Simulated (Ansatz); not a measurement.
H4O4Si, charge +1, doublet, at a GFN2-xTB geometry (a state made from the parent by changing its charge; the spin is typed, not shown lowest). Base run: CCSD/def2-SV(P) (Ansatz, a program for electronic structure).

Here is a job for Ansatz.
Ansatz 0.2 input:
```yaml
crystal:
  periodic: [false, false, false]
  atoms:
    - {symbol: O, position_ang: [0.79612351, 1.18702054, -0.75176812]}
    - {symbol: Si, position_ang: [0.00000000, 0.00000000, -0.00000000]}
    - {symbol: O, position_ang: [-1.09252488, 0.61684979, 1.01679468]}
    - {symbol: O, position_ang: [-0.78224479, -0.91629017, -1.07540277]}
    - {symbol: O, position_ang: [1.07864617, -0.88758016, 0.81037621]}
    - {symbol: H, position_ang: [1.06717428, 2.05293366, -0.43562356]}
    - {symbol: H, position_ang: [-1.47782413, 0.24794093, 1.81596436]}
    - {symbol: H, position_ang: [-1.21378610, -0.67784802, -1.90010810]}
    - {symbol: H, position_ang: [1.62443595, -1.62302657, 0.51976730]}
basis:
  gaussian:
    orbitals: def2-SV_P_.json
total_charge: 1
magnetization: {spin_polarized: true, initial_magnetization: 1}
correlation: {method: ccsd}
```
The basis file holds def2-SV(P) in the JSON format of the Basis Set Exchange.

The base run was repeated with changes; each row names its change, and settings that it needs were set with it.

```csv
change,ΔE vs base (kcal/mol),MP2 correlation (Eh),CC correlation without the perturbative part (Eh),basis functions,core-seconds (rough),outcome
base,0.000,-0.79413,-0.82371,82,200,converged
diis_vectors = 4,0.000,-0.79413,-0.82371,82,100,converged
method = mp2,27.78,-0.76619,-,82,10,converged
electrons = all,-,-,-,-,-,cut at the time limit
"fitting = cc-pVTZ-JKFIT (mean field), cc-pVTZ-RIFIT (correlation)",0.121,-0.79407,-0.82365,82,100,converged
accuracy = high,-,-,-,-,-,cut at the time limit
```

Ansatz warned in this series: the state or the total is in doubt.
